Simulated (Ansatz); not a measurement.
Relaxation of the cluster Li₁₂⁻ with UKS r2SCAN/def2-SVPD.

```sh
$ ansatz run in.yaml --threads 4 --pin off --events-out ev --progress --plain --max-ram 4787MiB
```

```yaml
crystal:
  periodic: [false, false, false]
  atoms:
    - {symbol: Li, position_ang: [-0.814000, 6.639100, -0.194600]}
    - {symbol: Li, position_ang: [-1.158000, 4.261900, 0.001700]}
    - {symbol: Li, position_ang: [-3.698100, 3.548200, -0.056700]}
    - {symbol: Li, position_ang: [1.279700, 5.177200, -0.160400]}
    - {symbol: Li, position_ang: [-6.282200, 4.175000, -0.078700]}
    - {symbol: Li, position_ang: [0.632000, 2.470700, -0.083500]}
    - {symbol: Li, position_ang: [-5.517700, 7.099000, 0.050100]}
    - {symbol: Li, position_ang: [0.000000, 0.000000, 0.000000]}
    - {symbol: Li, position_ang: [-3.212300, 5.944400, 0.037400]}
    - {symbol: Li, position_ang: [-2.956100, -0.487900, -0.183200]}
    - {symbol: Li, position_ang: [-5.220200, 1.428700, -0.113300]}
    - {symbol: Li, position_ang: [-1.801200, 1.759400, -0.124300]}
basis:
  gaussian: {orbitals: def2-SVPD}
total_charge: -1
magnetization: {spin_polarized: true, initial_magnetization: 1}
hamiltonian: {xc: r2scan}
scf: {lower_state_search: "off"}
output: {orbitals: {seedname: orbitals}}
relax: {f_tol: 0.02, max_steps: 100}
```

Run time 4.2 min (4 threads of Intel Xeon 6975P-C on a shared host), peak host memory 0.65 GiB.

Positions (Å) and forces (eV/Å) at steps 1, 2, 3, 4, 5, 6, 7, 8, 9, 10, 11, 12, 13, 14, 15, 16, 17, 18, 19, 20, 21, 22, 23, 24 of 42:

```xyz
12
step=1 energy=-2449.1673 eV
Li   -0.814    6.639   -0.195    0.135    1.090   -0.130
Li   -1.158    4.262    0.002    0.045   -0.251    0.133
Li   -3.698    3.548   -0.057   -0.151   -0.258   -0.028
Li    1.280    5.177   -0.160    0.924    0.098   -0.020
Li   -6.282    4.175   -0.079   -0.347    0.194    0.002
Li    0.632    2.471   -0.084    0.806    0.237   -0.025
Li   -5.518    7.099    0.050   -0.336    0.248   -0.004
Li    0.000    0.000    0.000    0.284   -0.869    0.055
Li   -3.212    5.944    0.037   -0.310    0.309    0.095
Li   -2.956   -0.488   -0.183   -0.187   -0.462   -0.020
Li   -5.220    1.429   -0.113   -0.210   -0.373   -0.007
Li   -1.801    1.759   -0.124   -0.654    0.037   -0.051
12
step=2 energy=-2449.9007 eV
Li   -0.769    6.827   -0.219    0.122    0.610   -0.091
Li   -1.116    4.261    0.026    0.049    0.029    0.104
Li   -3.748    3.508   -0.062   -0.131   -0.072   -0.027
Li    1.454    5.221   -0.164    0.552    0.168   -0.010
Li   -6.357    4.208   -0.078   -0.255    0.130    0.005
Li    0.780    2.484   -0.088    0.447   -0.039   -0.028
Li   -5.602    7.159    0.050   -0.326    0.220   -0.010
Li    0.043   -0.147    0.009    0.117   -0.447    0.033
Li   -3.273    6.007    0.057   -0.074    0.134    0.080
Li   -2.997   -0.592   -0.188   -0.125   -0.399   -0.014
Li   -5.275    1.352   -0.115   -0.195   -0.270   -0.006
Li   -1.889    1.729   -0.134   -0.181   -0.064   -0.035
12
step=3 energy=-2450.3613 eV
Li   -0.713    7.014   -0.254    0.103    0.333   -0.074
Li   -1.065    4.309    0.069    0.036    0.042    0.081
Li   -3.811    3.488   -0.077   -0.052   -0.017   -0.035
Li    1.620    5.297   -0.165    0.302    0.136    0.004
Li   -6.453    4.247   -0.075   -0.168    0.078    0.012
Li    0.909    2.451   -0.103    0.255   -0.060   -0.037
Li   -5.710    7.234    0.043   -0.244    0.145   -0.021
Li    0.072   -0.288    0.021    0.051   -0.256    0.027
Li   -3.300    6.067    0.093   -0.012    0.080    0.084
Li   -3.032   -0.739   -0.191   -0.086   -0.278   -0.006
Li   -5.352    1.265   -0.118   -0.126   -0.174   -0.006
Li   -1.912    1.670   -0.148   -0.058   -0.030   -0.028
12
step=4 energy=-2450.6574 eV
Li   -0.644    7.185   -0.318    0.076    0.208   -0.060
Li   -1.016    4.359    0.136    0.075    0.019    0.046
Li   -3.853    3.488   -0.118   -0.066    0.065   -0.028
Li    1.774    5.383   -0.149    0.147    0.099    0.022
Li   -6.549    4.284   -0.059   -0.060    0.075    0.052
Li    1.036    2.405   -0.150    0.134   -0.056   -0.062
Li   -5.852    7.310    0.016   -0.196    0.116   -0.071
Li    0.085   -0.433    0.045    0.017   -0.199    0.044
Li   -3.319    6.146    0.179   -0.077    0.039    0.120
Li   -3.072   -0.906   -0.189   -0.046   -0.174   -0.005
Li   -5.415    1.179   -0.126   -0.081   -0.104   -0.018
Li   -1.922    1.616   -0.174    0.077   -0.088   -0.040
12
step=5 energy=-2450.8432 eV
Li   -0.616    7.310   -0.362    0.025    0.065   -0.022
Li   -0.970    4.383    0.168    0.048    0.013    0.015
Li   -3.873    3.506   -0.145   -0.002    0.016   -0.051
Li    1.865    5.453   -0.123    0.074    0.063    0.008
Li   -6.585    4.345    0.008   -0.018    0.039    0.047
Li    1.132    2.352   -0.218    0.059   -0.021   -0.038
Li   -5.993    7.408   -0.070   -0.123    0.093   -0.065
Li    0.103   -0.587    0.095   -0.005   -0.124    0.025
Li   -3.383    6.198    0.303   -0.062    0.050    0.103
Li   -3.100   -1.029   -0.194   -0.010   -0.094   -0.002
Li   -5.455    1.126   -0.149   -0.031   -0.040   -0.005
Li   -1.874    1.550   -0.217    0.045   -0.059   -0.017
12
step=6 energy=-2451.0038 eV
Li   -0.624    7.364   -0.373    0.016   -0.006    0.018
Li   -0.939    4.393    0.183    0.007    0.112    0.005
Li   -3.851    3.522   -0.247    0.045   -0.038   -0.117
Li    1.932    5.511   -0.120   -0.028   -0.034   -0.020
Li   -6.569    4.406    0.082   -0.088    0.037    0.022
Li    1.192    2.317   -0.259    0.067   -0.041    0.006
Li   -6.123    7.518   -0.167   -0.092   -0.050   -0.020
Li    0.111   -0.720    0.119    0.004   -0.074   -0.009
Li   -3.470    6.254    0.447    0.052    0.153    0.078
Li   -3.113   -1.133   -0.194   -0.034   -0.065    0.004
Li   -5.460    1.100   -0.147    0.028   -0.004    0.011
Li   -1.834    1.484   -0.228    0.021    0.011    0.021
12
step=7 energy=-2451.0815 eV
Li   -0.588    7.420   -0.352    0.006   -0.035    0.029
Li   -0.928    4.447    0.190    0.000    0.049   -0.004
Li   -3.826    3.582   -0.431    0.044    0.048   -0.105
Li    1.960    5.499   -0.162   -0.037   -0.034   -0.020
Li   -6.607    4.411    0.136   -0.023    0.008    0.023
Li    1.248    2.261   -0.241   -0.002   -0.013    0.017
Li   -6.268    7.513   -0.222   -0.032   -0.073   -0.005
Li    0.108   -0.846    0.104   -0.002   -0.026   -0.010
Li   -3.495    6.390    0.575    0.022    0.050    0.024
Li   -3.135   -1.217   -0.186   -0.010   -0.021   -0.003
Li   -5.417    1.106   -0.129    0.051    0.021    0.022
Li   -1.801    1.451   -0.187   -0.017    0.025    0.033
12
step=8 energy=-2451.1266 eV
Li   -0.574    7.424   -0.318   -0.003   -0.033    0.027
Li   -0.928    4.471    0.196   -0.007    0.020    0.000
Li   -3.799    3.663   -0.607    0.031    0.064   -0.092
Li    1.958    5.474   -0.195   -0.029   -0.029   -0.017
Li   -6.609    4.391    0.190    0.011   -0.016    0.023
Li    1.243    2.236   -0.221   -0.019   -0.009    0.015
Li   -6.327    7.461   -0.251   -0.005   -0.068   -0.004
Li    0.095   -0.891    0.094   -0.005   -0.003   -0.007
Li   -3.503    6.443    0.629    0.012    0.011    0.004
Li   -3.143   -1.253   -0.194    0.000   -0.006   -0.008
Li   -5.347    1.145   -0.094    0.055    0.035    0.027
Li   -1.814    1.450   -0.134   -0.042    0.035    0.031
12
step=9 energy=-2451.1699 eV
Li   -0.572    7.409   -0.283   -0.009   -0.024    0.020
Li   -0.933    4.482    0.208   -0.013    0.001    0.005
Li   -3.773    3.755   -0.778    0.017    0.060   -0.065
Li    1.944    5.443   -0.222   -0.017   -0.023   -0.014
Li   -6.586    4.353    0.246    0.034   -0.033    0.024
Li    1.217    2.220   -0.203   -0.024   -0.008    0.011
Li   -6.350    7.386   -0.276    0.010   -0.054   -0.011
Li    0.075   -0.899    0.088   -0.008    0.012   -0.002
Li   -3.503    6.465    0.659    0.005   -0.013   -0.002
Li   -3.146   -1.268   -0.210    0.003    0.005   -0.010
Li   -5.267    1.199   -0.051    0.048    0.042    0.023
Li   -1.853    1.472   -0.084   -0.046    0.035    0.020
12
step=10 energy=-2451.2118 eV
Li   -0.584    7.383   -0.247   -0.014   -0.017    0.013
Li   -0.946    4.483    0.230   -0.016   -0.009    0.009
Li   -3.747    3.859   -0.941    0.005    0.050   -0.027
Li    1.921    5.406   -0.253   -0.009   -0.015   -0.012
Li   -6.534    4.295    0.322    0.047   -0.032    0.026
Li    1.178    2.204   -0.186   -0.021   -0.004    0.007
Li   -6.344    7.285   -0.323    0.021   -0.040   -0.024
Li    0.045   -0.881    0.091   -0.012    0.023    0.004
Li   -3.499    6.460    0.687   -0.001   -0.031   -0.002
Li   -3.148   -1.264   -0.235    0.001    0.015   -0.012
Li   -5.180    1.271   -0.005    0.026    0.032    0.016
Li   -1.912    1.513   -0.046   -0.028    0.027    0.003
12
step=11 energy=-2451.2536 eV
Li   -0.617    7.344   -0.203   -0.022   -0.012    0.005
Li   -0.968    4.476    0.272   -0.012   -0.018    0.015
Li   -3.727    3.982   -1.082   -0.014    0.049    0.018
Li    1.886    5.364   -0.303   -0.003   -0.003   -0.012
Li   -6.444    4.223    0.450    0.057   -0.002    0.028
Li    1.136    2.192   -0.166   -0.011    0.007    0.000
Li   -6.293    7.143   -0.441    0.038   -0.034   -0.044
Li   -0.001   -0.833    0.112   -0.019    0.027    0.012
Li   -3.493    6.425    0.743   -0.012   -0.052    0.002
Li   -3.157   -1.230   -0.283   -0.004    0.020   -0.016
Li   -5.097    1.355    0.041    0.001    0.003    0.010
Li   -1.974    1.575   -0.046    0.002    0.014   -0.017
12
step=12 energy=-2451.2962 eV
Li   -0.668    7.311   -0.180   -0.037   -0.012   -0.006
Li   -0.983    4.460    0.318   -0.010   -0.024    0.022
Li   -3.734    4.072   -1.121   -0.020    0.046    0.019
Li    1.856    5.351   -0.346   -0.006    0.005   -0.010
Li   -6.354    4.202    0.569    0.060    0.028    0.035
Li    1.121    2.197   -0.160   -0.004    0.015   -0.004
Li   -6.212    7.035   -0.589    0.062   -0.048   -0.059
Li   -0.043   -0.788    0.142   -0.024    0.027    0.014
Li   -3.498    6.366    0.811   -0.020   -0.063    0.022
Li   -3.172   -1.197   -0.335   -0.008    0.013   -0.019
Li   -5.065    1.390    0.071    0.007   -0.002    0.010
Li   -1.995    1.617   -0.087    0.000    0.014   -0.025
12
step=13 energy=-2451.3504 eV
Li   -0.735    7.279   -0.177   -0.055   -0.013   -0.027
Li   -0.996    4.440    0.366   -0.017   -0.033    0.030
Li   -3.744    4.145   -1.149   -0.019    0.058    0.021
Li    1.826    5.352   -0.377   -0.009    0.009   -0.005
Li   -6.272    4.211    0.673    0.071    0.056    0.031
Li    1.114    2.208   -0.162   -0.001    0.023   -0.008
Li   -6.115    6.940   -0.729    0.092   -0.069   -0.058
Li   -0.084   -0.748    0.170   -0.032    0.029    0.012
Li   -3.508    6.299    0.893   -0.037   -0.083    0.039
Li   -3.189   -1.175   -0.382   -0.015    0.008   -0.016
Li   -5.037    1.417    0.099    0.018    0.000    0.008
Li   -2.010    1.648   -0.133    0.004    0.017   -0.028
12
step=14 energy=-2451.4270 eV
Li   -0.827    7.240   -0.204   -0.080   -0.015   -0.073
Li   -1.013    4.415    0.424   -0.031   -0.045    0.045
Li   -3.739    4.214   -1.175   -0.005    0.088    0.031
Li    1.790    5.362   -0.397   -0.016    0.005    0.009
Li   -6.186    4.243    0.764    0.091    0.084    0.019
Li    1.113    2.225   -0.168    0.010    0.037   -0.017
Li   -5.996    6.846   -0.860    0.127   -0.084   -0.035
Li   -0.131   -0.710    0.192   -0.047    0.035    0.002
Li   -3.529    6.216    0.996   -0.069   -0.110    0.049
Li   -3.213   -1.161   -0.420   -0.024   -0.002    0.000
Li   -5.000    1.448    0.123    0.023   -0.005   -0.009
Li   -2.017    1.677   -0.181    0.021    0.011   -0.021
12
step=15 energy=-2451.5234 eV
Li   -0.958    7.189   -0.291   -0.110   -0.045   -0.089
Li   -1.040    4.383    0.502   -0.017   -0.029    0.059
Li   -3.706    4.301   -1.196    0.032    0.065    0.057
Li    1.741    5.374   -0.395   -0.027    0.018    0.009
Li   -6.089    4.292    0.835    0.049    0.035   -0.003
Li    1.124    2.251   -0.185    0.011    0.026   -0.014
Li   -5.853    6.759   -0.960    0.130   -0.048    0.002
Li   -0.187   -0.670    0.199   -0.028    0.031    0.001
Li   -3.566    6.117    1.120   -0.033   -0.067    0.019
Li   -3.248   -1.159   -0.434   -0.023    0.002    0.007
Li   -4.955    1.481    0.120   -0.004    0.020   -0.017
Li   -2.010    1.698   -0.221    0.020   -0.007   -0.033
12
step=16 energy=-2451.5993 eV
Li   -1.099    7.123   -0.409   -0.124   -0.079   -0.086
Li   -1.053    4.355    0.586    0.006   -0.023    0.069
Li   -3.646    4.361   -1.154    0.051    0.017    0.025
Li    1.695    5.401   -0.382   -0.038    0.026    0.003
Li   -6.049    4.316    0.840    0.004   -0.004    0.002
Li    1.139    2.276   -0.199    0.004    0.018   -0.011
Li   -5.714    6.722   -0.969    0.106    0.010   -0.009
Li   -0.214   -0.643    0.196   -0.008    0.019    0.005
Li   -3.588    6.057    1.183    0.010   -0.022    0.052
Li   -3.278   -1.159   -0.427   -0.018    0.006    0.008
Li   -4.949    1.512    0.092    0.008    0.026   -0.021
Li   -1.992    1.694   -0.261   -0.002    0.007   -0.037
12
step=17 energy=-2451.6664 eV
Li   -1.236    7.032   -0.513   -0.117   -0.083   -0.083
Li   -1.047    4.328    0.671    0.009   -0.022    0.069
Li   -3.589    4.383   -1.130    0.042    0.011    0.040
Li    1.650    5.430   -0.381   -0.045    0.023   -0.002
Li   -6.046    4.318    0.835   -0.003    0.009   -0.015
Li    1.144    2.296   -0.210    0.003    0.018   -0.011
Li   -5.595    6.735   -0.974    0.106    0.019    0.004
Li   -0.223   -0.623    0.199   -0.006    0.021    0.006
Li   -3.585    6.031    1.252    0.006   -0.029    0.041
Li   -3.295   -1.153   -0.420   -0.011    0.008    0.007
Li   -4.938    1.540    0.067    0.005    0.021   -0.019
Li   -1.989    1.699   -0.302    0.011    0.005   -0.036
12
step=18 energy=-2451.7315 eV
Li   -1.371    6.935   -0.613   -0.097   -0.077   -0.065
Li   -1.038    4.299    0.757    0.011   -0.018    0.058
Li   -3.544    4.389   -1.086    0.019   -0.009    0.027
Li    1.594    5.458   -0.386   -0.049    0.022   -0.008
Li   -6.057    4.334    0.807   -0.016    0.009   -0.024
Li    1.150    2.317   -0.223    0.005    0.017   -0.010
Li   -5.468    6.766   -0.964    0.108    0.026    0.004
Li   -0.227   -0.599    0.207   -0.001    0.020    0.010
Li   -3.581    5.992    1.309    0.010   -0.027    0.048
Li   -3.303   -1.143   -0.414   -0.006    0.009    0.005
Li   -4.929    1.563    0.045    0.009    0.021   -0.010
Li   -1.972    1.705   -0.344    0.008    0.007   -0.035
12
step=19 energy=-2451.7947 eV
Li   -1.509    6.827   -0.698   -0.057   -0.051   -0.038
Li   -1.028    4.268    0.839    0.007   -0.024    0.034
Li   -3.526    4.369   -1.050   -0.007   -0.025    0.035
Li    1.522    5.491   -0.404   -0.048    0.020   -0.013
Li   -6.090    4.355    0.760   -0.025    0.021   -0.034
Li    1.160    2.343   -0.238    0.006    0.014   -0.009
Li   -5.300    6.811   -0.954    0.097    0.027    0.009
Li   -0.227   -0.568    0.224    0.001    0.023    0.013
Li   -3.571    5.942    1.383    0.002   -0.039    0.027
Li   -3.307   -1.128   -0.410   -0.001    0.012    0.002
Li   -4.916    1.590    0.038    0.009    0.015    0.005
Li   -1.956    1.716   -0.395    0.016    0.005   -0.031
12
step=20 energy=-2451.8479 eV
Li   -1.614    6.736   -0.751   -0.008   -0.034   -0.006
Li   -1.020    4.219    0.894    0.009   -0.020    0.018
Li   -3.541    4.321   -0.992   -0.028   -0.023    0.002
Li    1.440    5.528   -0.434   -0.039    0.016   -0.015
Li   -6.157    4.400    0.683   -0.037    0.019   -0.039
Li    1.179    2.370   -0.259    0.011    0.008   -0.010
Li   -5.114    6.873   -0.940    0.066    0.021    0.010
Li   -0.222   -0.524    0.255    0.002    0.025    0.018
Li   -3.570    5.853    1.439   -0.005   -0.039    0.025
Li   -3.303   -1.102   -0.409    0.003    0.014    0.000
Li   -4.898    1.616    0.068    0.015    0.018    0.032
Li   -1.928    1.725   -0.460    0.010   -0.005   -0.036
12
step=21 energy=-2451.9037 eV
Li   -1.669    6.638   -0.753    0.032   -0.020    0.016
Li   -1.008    4.147    0.936   -0.008   -0.042   -0.011
Li   -3.596    4.278   -0.991   -0.019   -0.016    0.010
Li    1.358    5.561   -0.474   -0.015    0.004   -0.010
Li   -6.276    4.459    0.558   -0.028    0.015   -0.040
Li    1.215    2.394   -0.296    0.006    0.002   -0.008
Li   -4.930    6.941   -0.913    0.014    0.022    0.024
Li   -0.216   -0.453    0.318   -0.005    0.036    0.023
Li   -3.592    5.714    1.503   -0.028   -0.057   -0.024
Li   -3.294   -1.061   -0.409    0.003    0.016    0.001
Li   -4.844    1.668    0.197    0.038    0.029    0.061
Li   -1.895    1.729   -0.581    0.009    0.012   -0.041
12
step=22 energy=-2451.9621 eV
Li   -1.661    6.572   -0.730    0.019   -0.024    0.024
Li   -1.019    4.055    0.930   -0.006   -0.037   -0.004
Li   -3.632    4.255   -0.997   -0.027    0.006   -0.036
Li    1.323    5.567   -0.490    0.008   -0.015   -0.002
Li   -6.367    4.490    0.450   -0.018    0.007   -0.045
Li    1.243    2.402   -0.326    0.010    0.014   -0.011
Li   -4.853    7.000   -0.868   -0.009    0.002    0.021
Li   -0.229   -0.369    0.381   -0.029    0.043    0.029
Li   -3.641    5.572    1.494   -0.022   -0.064   -0.002
Li   -3.290   -1.016   -0.404   -0.004    0.016    0.004
Li   -4.753    1.735    0.359    0.070    0.047    0.079
Li   -1.870    1.751   -0.705    0.006    0.005   -0.057
12
step=23 energy=-2452.0225 eV
Li   -1.660    6.519   -0.701    0.014   -0.020    0.025
Li   -1.028    3.987    0.927   -0.008   -0.049   -0.009
Li   -3.663    4.253   -1.040   -0.022    0.001   -0.031
Li    1.316    5.557   -0.495    0.015   -0.015    0.001
Li   -6.420    4.502    0.366   -0.007   -0.009   -0.039
Li    1.264    2.414   -0.350    0.007    0.007   -0.009
Li   -4.821    7.025   -0.831   -0.015   -0.001    0.028
Li   -0.264   -0.294    0.437   -0.042    0.060    0.033
Li   -3.677    5.453    1.494   -0.029   -0.067   -0.021
Li   -3.298   -0.978   -0.398   -0.012    0.024    0.003
Li   -4.643    1.810    0.501    0.095    0.062    0.077
Li   -1.854    1.768   -0.816    0.005    0.008   -0.058
12
step=24 energy=-2452.0865 eV
Li   -1.660    6.474   -0.674    0.013   -0.019    0.023
Li   -1.039    3.915    0.920   -0.009   -0.052   -0.007
Li   -3.686    4.249   -1.079   -0.022    0.001   -0.034
Li    1.315    5.545   -0.495    0.017   -0.014    0.003
Li   -6.457    4.494    0.296    0.004   -0.026   -0.027
Li    1.280    2.419   -0.370    0.006    0.001   -0.008
Li   -4.802    7.041   -0.792   -0.016   -0.007    0.028
Li   -0.313   -0.210    0.494   -0.056    0.078    0.039
Li   -3.712    5.346    1.480   -0.027   -0.056   -0.021
Li   -3.315   -0.936   -0.394   -0.019    0.036   -0.002
Li   -4.518    1.892    0.627    0.107    0.061    0.066
Li   -1.841    1.786   -0.919    0.003   -0.002   -0.060
```

The charge -1 doublet is spin-contaminated (final ⟨S²⟩ up to 1.55, 0.75 for a pure state). The relaxation made no stability test and no search for a lower SCF solution. Another isomer (doublet) lies 0.17 eV lower at r2SCAN/def2-TZVPD; other spin states weren't run for this one.
